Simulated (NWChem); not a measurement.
C₃H₄F₂O; SMILES O=CCC(F)F

```xyz
10

O      0.5264    -2.0413    -0.5133
C     -0.2337    -1.7007     0.3514
C     -0.6979    -0.2846     0.5613
C      0.0428     0.7279    -0.2766
F     -0.5840     1.9244    -0.1990
F      1.2949     0.8859     0.2012
H     -0.6741    -2.4477     1.0609
H     -0.6073    -0.0134     1.6266
H     -1.7758    -0.2425     0.3257
H      0.1129     0.4331    -1.3367
```
Atoms are numbered in this order, from 1.

Computed with NWChem. Pople sets run with spherical d functions. Structure relaxed at the PBE0/def2-SVP level. Core excitations by TDA in a window of 1s orbitals, non-relativistic and unshifted: absolute energies depend strongly on the exact-exchange share.

For level O K edge, BHandHLYP/6-311G**:

```yaml
first 1s excitation (eV): 528.3
dipole_oscillator_strength_of_the_first: 0.0525
first state with f > 0.002 (eV): 528.3
dipole_oscillator_strength_of_that_state: 0.0525
```

How do the values read with level O K edge, B3LYP/6-311G** instead?


* **first 1s excitation (eV)**: 516.7
* **dipole oscillator strength of the first**: 0.0406
* **first state with f > 0.002 (eV)**: 516.7
* **dipole oscillator strength of that state**: 0.0406
